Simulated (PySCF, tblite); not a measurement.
Isomers of C5H12SSi2, one GFN2-xTB conformer each. Single-point energies are computed at PBE0/pcSseg-1 (PySCF, gas phase, no added dispersion term), electronic only.

Question: Rank them by PBE0/pcSseg-1 energy, lowest first (kcal/mol).
A. `[CH2:1]=[C:2]1[CH2:3][CH2:4][CH2:5][S:6][Si@@H:7]1[SiH3:8]` with C1–C2–C3–C4 -117°, C2–C3–C4–C5 -70°, C3–C4–C5–S6 75°, C4–C5–S6–Si7 -59°
B. `[CH3:1]/[CH:2]=[CH:3]\[C@@H:4]1[SiH2:5][S:6][C@H:7]1[SiH3:8]` with C2–C3–C4–Si5 -95°
C. `[CH2:1]=[CH:2][Si:3]1([S:4][SiH2:5][CH3:6])[CH2:7][CH2:8]1` with C1–C2–Si3–S4 -2°, C2–Si3–S4–Si5 -79°, Si3–S4–Si5–C6 -179°
D. `[CH2:1]=[CH:2][Si:3]1([SiH2:4][S:5][CH3:6])[CH2:7][CH2:8]1` with C1–C2–Si3–Si4 -1°, C2–Si3–Si4–S5 2°, Si3–Si4–S5–C6 180°
E. `[SiH3:1][CH2:2][S:3][SiH:4]1[CH2:5][CH:6]=[CH:7][CH2:8]1` with Si1–C2–S3–Si4 -75°, C2–S3–Si4–C5 87°

Answer: C (0.0), E (1.0), A (2.8), B (21.2), D (28.5).

As drawn, the highest has an Si–Si bond, which the lowest lacks. Neighbours under 2.5 kcal/mol apart (C=C[Si]1(S[SiH2]C)CC1 and [SiH3]CS[SiH]1CC=CC1; [SiH3]CS[SiH]1CC=CC1 and C=C1CCCS[Si@@H]1[SiH3]) can change places with a better method, another conformer or zero-point energy. GFN2-xTB itself gives, in the same order: 29.8, 3.4, 0.0, 3.4, 48.0. GFN2-xTB puts C=C1CCCS[Si@@H]1[SiH3] lowest instead; measured from each level's own lowest isomer, the values differ by up to 29.8 kcal/mol (C=C[Si]1(S[SiH2]C)CC1: 29.8 against 0.0).

Question: Which frontier levels, dipoles and rotational constants go with these structures?

Answer: 
```json
{"SMILES": "C=C[Si]1(S[SiH2]C)CC1", "HOMO (eV, PBE0/pcSseg-1)": "-6.55", "LUMO (eV)": "-0.63", "dipole (D)": "1.60", "A, B, C (MHz)": "1715, 746.8, 611.3"}
{"SMILES": "[SiH3]CS[SiH]1CC=CC1", "HOMO (eV, PBE0/pcSseg-1)": "-6.66", "LUMO (eV)": "0.04", "dipole (D)": "1.22", "A, B, C (MHz)": "2313, 685.2, 569.2"}
{"SMILES": "C=C1CCCS[Si@@H]1[SiH3]", "HOMO (eV, PBE0/pcSseg-1)": "-6.62", "LUMO (eV)": "-0.44", "dipole (D)": "1.98", "A, B, C (MHz)": "1684, 963.8, 669.0"}
{"SMILES": "C/C=C\\[C@@H]1[SiH2]S[C@H]1[SiH3]", "HOMO (eV, PBE0/pcSseg-1)": "-6.58", "LUMO (eV)": "-0.52", "dipole (D)": "2.30", "A, B, C (MHz)": "1526, 838.3, 609.9"}
{"SMILES": "C=C[Si]1([SiH2]SC)CC1", "HOMO (eV, PBE0/pcSseg-1)": "-6.54", "LUMO (eV)": "-0.69", "dipole (D)": "0.95", "A, B, C (MHz)": "1900, 696.1, 535.7"}
```

Question: What happens when harmonic zero-point energies from GFN2-xTB frequencies are added?

Answer: 
```json
{"SMILES": "C=C[Si]1(S[SiH2]C)CC1", "ZPE (kcal/mol)": "94.5", "electronic (kcal/mol)": "0.0", "with ZPE (kcal/mol)": "0.8"}
{"SMILES": "[SiH3]CS[SiH]1CC=CC1", "ZPE (kcal/mol)": "92.7", "electronic (kcal/mol)": "1.0", "with ZPE (kcal/mol)": "0.0"}
{"SMILES": "C=C1CCCS[Si@@H]1[SiH3]", "ZPE (kcal/mol)": "94.0", "electronic (kcal/mol)": "2.8", "with ZPE (kcal/mol)": "3.1"}
{"SMILES": "C/C=C\\[C@@H]1[SiH2]S[C@H]1[SiH3]", "ZPE (kcal/mol)": "91.4", "electronic (kcal/mol)": "21.2", "with ZPE (kcal/mol)": "18.9"}
{"SMILES": "C=C[Si]1([SiH2]SC)CC1", "ZPE (kcal/mol)": "94.5", "electronic (kcal/mol)": "28.5", "with ZPE (kcal/mol)": "29.3"}
```

The zero-point energies span 3.1 kcal/mol. [SiH3]CS[SiH]1CC=CC1 becomes the lowest.

Question: As an exercise, what shares would exp(−E/RT) give at 298.15 K from these electronic energies alone (no entropy, no degeneracies)?

Answer: RT = 0.592 kcal/mol: C=C[Si]1(S[SiH2]C)CC1 84.7 %, [SiH3]CS[SiH]1CC=CC1 14.6 %, C=C1CCCS[Si@@H]1[SiH3] 0.7 %, C/C=C\[C@@H]1[SiH2]S[C@H]1[SiH3] under 0.1 %, C=C[Si]1([SiH2]SC)CC1 under 0.1 %.
